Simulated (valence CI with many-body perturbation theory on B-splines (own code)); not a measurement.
E1 line list for Mn¹⁹⁺

Computed by relativistic CI+MBPT: four valence electrons over a frozen Dirac-Fock core [He], a basis of 11 s, 11 p, 9 d, 7 f, 5 g, 2 h, 1 i functions for each j, with the one-electron correlation potential Σ1, the two-electron term Σ2, the three-electron term Σ3, Breit, model QED; selected CI, second order for the rest (own B-spline code, finite nucleus).

No measured levels were compared; by estimate levels of excited configurations hold to 0.05 to 0.15 % of their energy, terms of the ground configuration to about 0.5 %.

Lines 151 to 200 of 248 in falling wavelength, among levels below 987.60 eV, chosen from the strongest by gf and those to the six lowest levels. Wavelengths and rates use the calculated energies, so an error of 500 cm⁻¹ moves a line at 13.76 Å by 0.0069 % and its rate by three times that or more. Electric multipoles are in the length gauge, E1 and E2 with the static RPA response of the core. Weak lines are less certain than strong ones. Lines between different terms over intervals too small for the method are left out, as are lines whose strength nearly cancels. Where a level lies close to another of its J and parity, the split of strength between their lines is uncertain. The highest levels of a list are the least certain.

Names give the largest LS component (configuration and term), which can be under half, so a name can repeat, a term be missing and a line seem to break the LS rules; names also repeat where a configuration has a term twice. Letters in brackets count levels of one name in rising energy.

```tsv
λ vac (Å)	Upper	Lower	A (s⁻¹)	S (a.u.) with core polarisation	S without
13.76	2s 2p2 3s 3D_3	2s 2p3 5S°_2	1.63e+10	1.46e-04	1.46e-04
13.74	2s2 2p 3d 1D°_2	2s2 2p2 1D_2	2.31e+12	1.48e-02	1.48e-02
13.74	2s2 2p 3d 3F°_2	2s2 2p2 3P_2	1.18e+12	7.56e-03	7.57e-03
13.71	2s 2p2 3p 5P°_1	2s2 2p2 1S_0	1.79e+11	6.82e-04	6.82e-04
13.70	2s2 2p 3d 3D°_3	2s2 2p2 1D_2	7.83e+11	6.96e-03	6.98e-03
13.68	2s2 2p 3d 3P°_2 [b]	2s2 2p2 1D_2	4.22e+12	2.67e-02	2.67e-02
13.68	2s 2p2 3d 5F_1	2s 2p3 5S°_2	4.77e+10	1.81e-04	1.81e-04
13.68	2s2 2p 3d 3P°_1	2s2 2p2 1D_2	8.73e+11	3.31e-03	3.31e-03
13.67	2s2 2p 3d 3F°_3	2s2 2p2 3P_2	4.62e+12	4.08e-02	4.09e-02
13.66	2s2 2p 3d 3F°_2	2s2 2p2 3P_1	1.16e+11	7.30e-04	7.31e-04
13.66	2s 2p2 3d 5F_2	2s 2p3 5S°_2	4.11e+11	2.59e-03	2.59e-03
13.66	2s2 2p 3d 3P°_2 [a]	2s2 2p2 3P_2	1.20e+12	7.54e-03	7.55e-03
13.66	2s 2p2 3p 3D°_1 [a]	2s2 2p2 1S_0	5.00e+10	1.89e-04	1.89e-04
13.64	2s 2p2 3d 5F_3	2s 2p3 5S°_2	1.50e+12	1.31e-02	1.31e-02
13.63	2s2 2p 3d 3D°_1	2s2 2p2 3P_2	1.51e+11	5.68e-04	5.69e-04
13.61	2s 2p2 3p 5D°_1	2s2 2p2 1D_2	6.05e+10	2.26e-04	2.26e-04
13.59	2s2 2p 3d 3P°_2 [a]	2s2 2p2 3P_1	9.11e+12	5.65e-02	5.66e-02
13.58	2s2 2p 3d 1F°_3	2s2 2p2 1D_2	2.45e+13	2.12e-01	2.12e-01
13.57	2s2 2p 3d 1P°_1	2s2 2p2 1D_2	6.99e+11	2.59e-03	2.59e-03
13.56	2s2 2p 3d 3D°_1	2s2 2p2 3P_1	2.89e+12	1.07e-02	1.07e-02
13.56	2s 2p2 3d 5D_1	2s 2p3 5S°_2	1.16e+12	4.29e-03	4.30e-03
13.56	2s 2p2 3s 3S_1 [a]	2s 2p3 5S°_2	7.60e+10	2.80e-04	2.81e-04
13.56	2s 2p2 3d 5D_2	2s 2p3 5S°_2	3.45e+12	2.12e-02	2.13e-02
13.55	2s 2p2 3d 5D_3	2s 2p3 5S°_2	7.54e+12	6.47e-02	6.48e-02
13.53	2s2 2p 3d 1D°_2	2s2 2p2 3P_2	1.03e+12	6.32e-03	6.33e-03
13.51	2s 2p2 3d 3P_2	2s 2p3 5S°_2	8.38e+10	5.09e-04	5.10e-04
13.49	2s2 2p 3d 3D°_3	2s2 2p2 3P_2	1.64e+13	1.39e-01	1.39e-01
13.47	2s2 2p 3d 3P°_2 [b]	2s2 2p2 3P_2	9.08e+12	5.48e-02	5.49e-02
13.47	2s2 2p 3d 3P°_1	2s2 2p2 3P_2	4.07e+12	1.47e-02	1.47e-02
13.46	2s 2p2 3d 3F_2	2s 2p3 5S°_2	2.83e+11	1.70e-03	1.70e-03
13.46	2s2 2p 3d 1D°_2	2s2 2p2 3P_1	7.28e+12	4.38e-02	4.39e-02
13.45	2s 2p2 3d 5P_3	2s 2p3 5S°_2	1.38e+13	1.16e-01	1.16e-01
13.45	2s2 2p 3d 3D°_1	2s2 2p2 3P_0	1.57e+13	5.64e-02	5.65e-02
13.43	2s 2p2 3d 5P_2	2s 2p3 5S°_2	1.90e+13	1.14e-01	1.14e-01
13.43	2s 2p2 3p 5P°_3	2s2 2p2 1D_2	9.54e+10	7.99e-04	7.98e-04
13.42	2s 2p2 3d 5P_1	2s 2p3 5S°_2	2.21e+13	7.91e-02	7.93e-02
13.41	2s 2p2 3d 3F_3	2s 2p3 5S°_2	3.27e+11	2.72e-03	2.73e-03
13.41	2s 2p2 3p 5D°_1	2s2 2p2 3P_2	3.83e+11	1.37e-03	1.37e-03
13.40	2s2 2p 3d 3P°_2 [b]	2s2 2p2 3P_1	1.86e+12	1.10e-02	1.10e-02
13.40	2s2 2p 3d 3P°_1	2s2 2p2 3P_1	8.96e+12	3.19e-02	3.20e-02
13.39	2s2 2p 3d 3P°_0	2s2 2p2 3P_1	1.18e+13	1.40e-02	1.41e-02
13.37	2s2 2p 3d 1F°_3	2s2 2p2 3P_2	1.16e+12	9.60e-03	9.62e-03
13.35	2s 2p2 3p 3S°_1	2s2 2p2 3P_2	9.10e+11	3.20e-03	3.20e-03
13.34	2s 2p2 3p 5D°_1	2s2 2p2 3P_1	2.36e+11	8.30e-04	8.27e-04
13.31	2s 2p2 3p 3D°_3 [a]	2s2 2p2 1D_2	3.63e+11	2.96e-03	2.96e-03
13.30	2s 2p2 3p 3P°_1 [a]	2s2 2p2 1D_2	2.75e+11	9.57e-04	9.55e-04
13.30	2s2 2p 3d 1P°_1	2s2 2p2 3P_1	3.73e+11	1.30e-03	1.30e-03
13.29	2s 2p2 3p 3P°_2	2s2 2p2 1D_2	2.14e+11	1.24e-03	1.24e-03
13.28	2s 2p2 3p 5P°_1	2s2 2p2 3P_2	1.08e+11	3.75e-04	3.75e-04
13.28	2s 2p2 3p 3S°_1	2s2 2p2 3P_1	7.59e+11	2.63e-03	2.63e-03
```
